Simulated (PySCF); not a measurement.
Working out the excitation energy of O

O [He] 2s2 2p4 (3P) → O [He] 2s1 2p5 (3P). Calculation: PySCF 2.14, in aug-cc-pVDZ (4s3p2d, 23 functions); no relativity, point nucleus. Frozen: 1s2. Energies in hartree (1 hartree = 27.21139 eV):

| part | O (lower) | O (upper) |
| --- | --- | --- |
| UHF | -74.796601 | -74.173582 |
| MP2 opposite-spin | -0.082358 | -0.110996 |
| MP2 same-spin | -0.028008 | -0.031727 |

What does Hartree-Fock give?

(-74.173582) − (-74.796601) = 0.623019 hartree = 16.953 eV.

What do MP2 and SCS-MP2 (6/5 opposite-spin, 1/3 same-spin) give?

The opposite-spin parts differ by -0.779 eV and the same-spin parts by -0.101 eV. MP2: 16.953 + (-0.779) + (-0.101) = 16.073 eV. SCS-MP2: 16.953 + 1.2 × (-0.779) + (-0.101)/3 = 15.985 eV.

The upper state lies above the first ionisation limit, where it may autoionise and the basis confines it.

A double-zeta basis recovers only part of the correlation energy.
